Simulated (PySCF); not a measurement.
C2HF4, SMILES F[CH]C(F)(F)F, multiplicity 2.

The structure is a stationary point at B3LYP-D3(BJ)/def2-SVP. The isomer is the one that the SMILES or the coordinates give; other isomers of the formula were not compared.

Calculation: CAM-B3LYP/def2-TZVP (PySCF).

Isolated molecule, no solvent.

```json
{
 "total_energy": "-476.20826 hartree",
 "α spin, highest occupied and lowest empty level": "-9.04 and 2.42 eV",
 "β spin, highest occupied and lowest empty level": "-12.58 and -1.52 eV",
 "dipole_moment": "1.79 D",
 "quadrupole, principal values (traceless, Buckingham form, about the centre of nuclear charge)": "-3.27, -1.07, 4.35 D·Å",
 "mean_static_polarisability": "26.4 bohr³ (3.91 Å³)",
 "polarisability_principal_values": "23.9, 27.0, 28.2 bohr³",
 "⟨S²⟩": "0.754 (pure state 0.75)"
}
```
